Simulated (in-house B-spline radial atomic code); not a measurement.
Successive ionisation energies of lead; each step leads to the configuration of the next row (after the last: bare). Dirac energy differences include first-order Breit, QED and recoil terms. NIST's values go from ground level to ground level; the uncertainty of those that are theory runs from under 0.1 % in few-electron ions to several per cent in heavy many-electron ones. Computed with a B-spline radial code for spherical atoms: Dirac-Hartree-Fock, jj configuration that fills j = l - 1/2 first, finite nuclei.

A number in brackets counts the electrons of a j subshell.

```
  ion               configuration  ionisation energy (eV)  tabulated value (eV)  computed minus tabulated (eV)  highest orbital  largest mean radius (bohr)
Pb73+  [He] 2s2 2p1/2(2) 2p3/2(3)                 19977.6                 19970                              8            2p3/2                    0.065601
Pb74+  [He] 2s2 2p1/2(2) 2p3/2(2)                 20364.6                 20380                            -15            2p3/2                    0.065356
Pb75+  [He] 2s2 2p1/2(2) 2p3/2(1)                 20755.0                 20750                              5            2p3/2                    0.065111
Pb76+           [He] 2s2 2p1/2(2)                 23460.8                 23460                              1            2p1/2                    0.064867
Pb77+           [He] 2s2 2p1/2(1)                       ?                     ?                              ?                ?                           ?
Pb78+                    [He] 2s2                       ?                     ?                              ?                ?                           ?
Pb79+                    [He] 2s1                 24937.6               24938.2                             -1            2s1/2                    0.064034
Pb80+                         1s2                 99485.6               99491.8                             -6            1s1/2                     0.01597
Pb81+                         1s1                101335.9              101336.7                             -1            1s1/2                    0.015881
```

Problem. Fill in the row of Pb77+.

Solution. ionisation energy (eV): 23940.5; tabulated value (eV): 23940; computed minus tabulated (eV): 0; highest orbital: 2p1/2; largest mean radius (bohr): 0.064579.

Problem. Fill in the row of Pb78+.

Solution. ionisation energy (eV): 24548.5; tabulated value (eV): 24550; computed minus tabulated (eV): -1; highest orbital: 2s1/2; largest mean radius (bohr): 0.064291.

Problem. Where is the largest jump?

Solution. From Pb79+ to Pb80+, by a factor of 3.99 (24938 to 99486 eV); the highest orbital goes from 2s1/2 to 1s1/2.
